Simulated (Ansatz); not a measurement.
`N[SiH](S)Cl` + HBr → `N[SiH](Cl)Br` + H₂S at 700 K and 1 bar (ligand exchange at the Si–S bond).

Computed with Ansatz on PBE0-D4/def2-TZVP structures; ΔE is electronic, products minus reactants. CCSD(T)/CBS adds triple-zeta CCSD(T) − MP2 to the extrapolated MP2 energy (def2 sets, frozen cores). This one scheme is used for every species. For Br outer-core shells are correlated without core-valence functions, which leaves a few kJ/mol of doubt a bond. Scalar relativity is left out up to krypton. One conformer a species, not always the lowest.

```
       species  CCSD(T)/CBS energy (Eh)  H − E (kJ/mol)  S (J/(mol·K))
 `N[SiH](S)Cl`              -1203.86139           191.8          437.6
           HBr              -2573.91920            36.5          223.7
`N[SiH](Cl)Br`              -3378.82013           162.3          431.9
           H₂S               -398.97279            64.8          236.9
```

H − E and S are ideal-gas, rigid-rotor, harmonic terms from PBE0-D4/def2-TZVP, for one conformer and one mirror image of each species. 1 Eh = 2625.50 kJ/mol, R = 8.31446 J/(mol·K).

Q: By hand: ΔE, ΔH, ΔS and ΔG.

A: ΔE = (-3378.82013) + (-398.97279) − (-1203.86139) − (-2573.91920) = -0.01233 Eh = -32.4 kJ/mol. Δ(H − E) = 162.3 + 64.8 − 191.8 − 36.5 = -1.2, so ΔH = -33.6 kJ/mol. ΔS = 431.9 + 236.9 − 437.6 − 223.7 = 7.5 J/(mol·K). ΔG = -33.6 − 700 × (7.5)/1000 = -38.9 kJ/mol.

Q: By hand: the equilibrium constant, and the temperature at which ΔG would vanish if ΔH and ΔS stayed fixed.

A: log₁₀ K = −ΔG/(RT ln 10) = 2.9. ΔH and −TΔS have one sign here, so there is no such temperature.

The number of gas molecules stays the same, so ΔS is small and ΔH decides. A doubt of 5 kJ/mol in ΔE shifts log₁₀ K by 0.4 here. Other conformers and mirror images would add mixing entropy, several J/(mol·K) or more a flexible species. These are equilibria of isolated gas molecules and say nothing of rates. Largest T1 diagnostic: 0.010 (customary marks: 0.02 for closed shells, 0.045 for open ones).

ΔS is within the doubt of such terms, so its sign, and with it that verdict, could turn.
